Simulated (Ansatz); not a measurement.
`F[Si](F)(F)[AlH2]` + H₂ → `F[SiH](F)[AlH2]` + H–F  (hydrogenolysis of the Si–F bond)

Isolated molecules relaxed with PBE0-D4/def2-TZVP in Ansatz; ΔE leaves out vibrations. CCSD(T)/CBS adds triple-zeta CCSD(T) − MP2 to the extrapolated MP2 energy (def2 sets, frozen cores). This one scheme is used for every species. DFT in def2-TZVPP. HSE06 is defined as in plane-wave codes.

Is it downhill or uphill in electronic energy at CCSD(T)/CBS, and by how much? (Estimate.)

The calculation gave: Uphill: ΔE = +1.52 eV.

What do these levels give: HSE06-D4, BHLYP-D4, CAM-B3LYP-D4, r2SCAN, r2SCAN0, RPA@PBE/def2-TZVPP, HF/def2-SVP, SCS-MP2/def2-TZVPP, SCS-MP2/def2-QZVPP, HF/CBS(def2), MP2/CBS(def2), CCSD/CBS(def2)? (Best estimate.)

Computed: HSE06-D4 1.44, BHLYP-D4 1.55, CAM-B3LYP-D4 1.57, r2SCAN 1.60, r2SCAN0 1.56, RPA@PBE/def2-TZVPP 1.47, HF/def2-SVP 1.30, SCS-MP2/def2-TZVPP 1.53, SCS-MP2/def2-QZVPP 1.55, HF/CBS(def2) 1.53, MP2/CBS(def2) 1.56, CCSD/CBS(def2) 1.50 eV.

Largest T1 diagnostic among the species: 0.012.

Leaving LDA and LC-ωPBE aside and taking each functional with its dispersion term where it has one, the values, not all of them listed here, spread over 0.17 eV, from HSE06-D4 to r2SCAN-D4. LDA lies +0.05 eV from PBE without D4. At CCSD(T), def2-SVP lies −0.15 eV from the extrapolated value and def2-TZVPP −0.01 eV. From r2SCAN to r2SCAN0 (25 % exact exchange), in def2-TZVPP and without D4, ΔE moves by −0.04 eV.
